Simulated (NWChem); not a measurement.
Species: SiCl₂F₂; SMILES F[Si](F)(Cl)Cl

Computed with NWChem. Structure relaxed at the PBE0/def2-SVP level. Level: PBE0/def2-SVP with SMD (1 M gas to 1 M solution), gas-phase geometry. Reactions with the solvent are ignored.

For solvent water:

```yaml
solvation free energy (kcal/mol): 1.2
cavity-dispersion-structure term (kcal/mol): 2.4
```

Question: What are these values for solvent n-hexane?

Answer: 
| Property | Value |
|---|---|
| solvation free energy (kcal/mol) | -2.2 |
| cavity-dispersion-structure term (kcal/mol) | -1.7 |
